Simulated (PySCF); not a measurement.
Species: C₇H₇N₂ (doublet state).
Atom-mapped SMILES: `[CH2:1]/[N:2]=[CH:3]/[C@H:4]([C:5]#[N:6])[C:7]#[C:8][CH3:9]` (hydrogens: H10, H11 on C1; H12 on C3; H13 on C4; H14, H15, H16 on C9)

Geometry (GFN2-xTB, Å), atoms numbered from 1 in this order:
```xyz
16
C7H7N2 angstrom
C      3.5380    0.5529    0.0921
N      2.5126   -0.1463    0.4415
C      1.3417   -0.2569   -0.0965
C      0.2295   -0.8795    0.6992
C      0.0417   -2.2341    0.2071
N     -0.0950   -3.2878   -0.2134
C     -1.0230   -0.1500    0.5386
C     -2.0519    0.4392    0.3657
C     -3.2904    1.1623    0.1930
H      4.4867    0.3073    0.5366
H      3.4813    1.4089   -0.5733
H      1.1349   -0.0216   -1.1391
H      0.5130   -0.9271    1.7583
H     -3.1704    2.1922    0.5280
H     -3.5772    1.1608   -0.8580
H     -4.0792    0.6885    0.7763
```

The hyperfine couplings belong to this conformer and change with its torsions.

Computed with PySCF, UKS B3LYP, pcH-1 on C H N, non-relativistic, mean-field spin-orbit, GIAO. The structure is a single GFN2-xTB conformer in the gas phase; no vibrational or solvent corrections. A GFN2-xTB geometry isn't a minimum of the functional, and hyperfine couplings can be far from their values at a DFT geometry. The frame is twisted about the N2–C3 bond at this geometry (dihedral C1–N2–C3–H12 = 22°); couplings at other torsion angles weren't computed. The SCF solution wasn't tested for stability.

Principal values of hyperfine tensors in MHz (contact and dipolar terms together), for some of the nuclei:

| atom | isotope | A1 | A2 | A3 |
| --- | --- | --- | --- | --- |
| C1 | 13C | 14.04 | 15.96 | 156.25 |
| C3 | 13C | 12.20 | 13.81 | 157.58 |
| C5 | 13C | 43.35 | 44.44 | 50.72 |
| H10 | 1H | -56.56 | -36.79 | -9.02 |
| H12 | 1H | -53.02 | -35.86 | -10.82 |
| H11 | 1H | -47.98 | -30.44 | -6.31 |
| C4 | 13C | -11.26 | -10.00 | -9.05 |
| H13 | 1H | 3.71 | 3.92 | 12.82 |

Split each tensor into its isotropic and traceless parts, and turn a_iso into mT with g = 2.0023.

a_iso is a third of the trace, T = A − a_iso, and a(mT) = a(MHz)/(g × 13.996).

```tsv
atom	a_iso (MHz)	a_iso (mT)	T1	T2	T3
C1	62.08	2.215	-48.05	-46.12	94.17
C3	61.19	2.184	-49.00	-47.39	96.38
C5	46.17	1.648	-2.82	-1.73	4.55
H10	-34.12	-1.218	-22.44	-2.67	25.11
H12	-33.24	-1.186	-19.79	-2.63	22.41
H11	-28.25	-1.008	-19.73	-2.20	21.93
C4	-10.10	-0.361	-1.15	0.10	1.05
H13	6.82	0.243	-3.10	-2.90	6.00
```

What spin density at the nucleus of H10 lies behind its contact coupling (g_N = 5.58569)?

a_FC = 800.24 MHz bohr³ × g_N × ρ(0)/(2S). With a_FC = -34.12 MHz and 2S = 1, ρ(0) = -0.007634 bohr⁻³. In magnitude that is 2.4 % of the 1/π = 0.318 of a free hydrogen atom.

C7 (13C, g_N = 1.40482) isn't in the table. Its spin density at the nucleus is 0.01813 bohr⁻³. What is its contact coupling?

By the same relation, a_FC = 20.4 MHz. Its full tensor has the principal values 18.85, 19.30, 22.98 MHz.

In a single crystal, with the field along each principal axis of the tensor of C3 in turn, what first-order splitting does this nucleus give (isotropic g, quadrupole terms neglected)?

2 lines (I = 1/2), spaced by |A_i|/(g × 13.996): 0.44, 0.49, 5.62 mT along the axes of A1, A2 and A3.
